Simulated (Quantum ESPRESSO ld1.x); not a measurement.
The numbers below are computed, except where a source is named.
Question: The aim is the cobalt ion Co2+ in [Ar] 3d7. What will ld1.x (Quantum ESPRESSO 7.5) do with this input?

```
 &input
    zed=27.0,
    iswitch=1,
    rel=1,
    lsd=1,
    dft='PZ',
    config='[Ar] 3d7 5g1',
    prefix='ld1',
    max_out_wfc=37,
    file_charge='ld1.rho',
 /
```

Answer: Refused. The program stops in el_config with "l not found:G": the config string knows s, p, d and f alone.

Output (excerpt):

```
     Program LD1 v.7.5 starts

 %%%%%%%%%%%%%%%%%%%%%%%%%%%%%%%%%%%%%%%%%%%%%%%%%%%%%%%%%%%%%%%%%%%%%%%%%%%%%%
     Error in routine el_config (7):
     l not found:G
 %%%%%%%%%%%%%%%%%%%%%%%%%%%%%%%%%%%%%%%%%%%%%%%%%%%%%%%%%%%%%%%%%%%%%%%%%%%%%%

     stopping ...
```

Run on one thread of a shared host, so times are rough (Intel(R) Xeon(R) Processor @ 2.60GHz): 0.32 s of CPU time, 0.97 s wall, peak memory 26 MiB.
